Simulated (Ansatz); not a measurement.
Gas-phase electronic energies from Ansatz, PBE0-D4/def2-TZVP geometries. CCSD(T)/CBS adds triple-zeta CCSD(T) − MP2 to the extrapolated MP2 energy (def2 sets, frozen cores). This one scheme is used for every species. DFT in def2-TZVPP. B3LYP here is the variant with VWN-RPA as its local correlation; programs differ in this. One conformer a species, not always the lowest.

Consider the silylene formation by 1,1-elimination: `N[SiH2][SiH2]Cl` → `N[SiH3]` + `[SiH]Cl`.

```json
{"level": "B3LYP-D4", "ΔE (eV)": "1.93"}
{"level": "revPBE", "ΔE (eV)": "1.81"}
{"level": "r2SCAN0", "ΔE (eV)": "2.18"}
{"level": "SCS-MP2/def2-QZVPP", "ΔE (eV)": "1.98"}
```

Problem. What does CCSD(T)/CBS give? (An estimate is asked.)

Solution. The calculation gave: +2.00 eV. The listed levels differ from it by -0.07, -0.19, 0.18, -0.02 eV.

Largest T1 diagnostic among the species: 0.013.

From BLYP to BHLYP (50 % exact exchange), in def2-TZVPP and without D4, ΔE moves by +0.29 eV. At CCSD(T), def2-SVP lies −0.18 eV from the extrapolated value and def2-TZVPP −0.07 eV.
